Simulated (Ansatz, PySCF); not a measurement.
C2H4N3, SMILES [nH+]1cnc[nH]1, charge +1. Atoms are numbered in the order given.

```xyz
9

C      0.0000    -1.0526     0.4322
N      0.0000     0.0000     1.2350
C      0.0000     1.0526     0.4322
N      0.0000     0.6693    -0.8488
N      0.0000    -0.6693    -0.8488
H      0.0000    -2.1020     0.7339
H      0.0000     2.1020     0.7339
H      0.0000     1.2192    -1.7081
H      0.0000    -1.2192    -1.7081
```
Charge +1, spin multiplicity 1.

The structure is a stationary point at PBE0-D3(BJ)/def2-SVP. The isomer is the one that the SMILES or the coordinates give; other isomers of the formula were not compared.

Vertical ionisation energy (IE) and electron affinity (EA) in eV. Rows of orbital energies are one-electron estimates. Where ΔSCF, EOM or ADC give a negative EA the extra electron is unbound and the value depends on the basis.

```tsv
level	IE	EA
−ε(HOMO), −ε(LUMO), PBE/def2-TZVP (PySCF)	12.72	7.80
ΔSCF, ωB97X-V/def2-TZVPD (Ansatz), final states of multiplicity 2 and 2	16.90	4.47
```

What vertical singlet–triplet gap does ΔSCF give with ωB97X-V/def2-TZVPD (Ansatz, a first-principles code)? (Estimate from the structure and the level; the computed values follow.)

5.05 eV (triplet above singlet where positive).
